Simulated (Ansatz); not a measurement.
Strength of the O–C bond: C4H4O3 → C2H3O2 + C2HO

Species: C4H4O3 `C#COC(=O)OC`, singlet; C2H3O2 `CO[C]=O`, doublet; C2HO (ethynyloxy radical) `C#C[O]`, doublet. 

Shapes, held fixed at every level: PBE0-D4/def2-TZVP. Flexible molecules stand in one conformer, not always the lowest. Programs: Ansatz 0.2.0. The zero-point and thermal change to 298 K, harmonic and unscaled (PBE0-D4/def2-TZVP), is -16.2 kJ/mol.

Question: Estimate ΔH(298 K) of this reaction.

Answer: The highest level, CCSD(T)/CBS estimate, gives ΔH(298 K) = +258.2 kJ/mol; the levels span +218.2 to +279.0. The column of differences is taken from that level and isn't an error. No measured value is set beside it here. Spin contamination: C2HO (⟨S²⟩ up to 0.81). Open shells run unrestricted unless RO is named. The CBS estimate extrapolates MP2 from def2-TZVPP and def2-QZVPP and adds CCSD(T) − MP2 in the triple-zeta set, cores frozen. Times are processor times on shared x86 and Arm servers, and rough.

```
                level                    kind  ΔH(298 K) (kJ/mol)  less CCSD(T)/CBS estimate  CPU time (sum over the molecules)
    PBE-D4/def2-TZVPP                     GGA              +218.2                      -40.0                               34 s
  BHLYP-D4/def2-TZVPP           global hybrid              +232.9                      -25.3                               44 s
   PBE0-D4/def2-TZVPP           global hybrid              +234.8                      -23.4                               40 s
r2SCAN0-D4/def2-TZVPP           global hybrid              +220.4                      -37.8                               73 s
   wB97X-V/def2-TZVPP  range-separated hybrid              +245.5                      -12.7                            1.8 min
         MP2/def2-SVP     perturbation theory              +275.9                      +17.7                                  –
       MP2/def2-TZVPP     perturbation theory              +279.0                      +20.8                                  –
 CCSD(T)/CBS estimate   coupled cluster or CI              +258.2                        0.0                             56 min
```
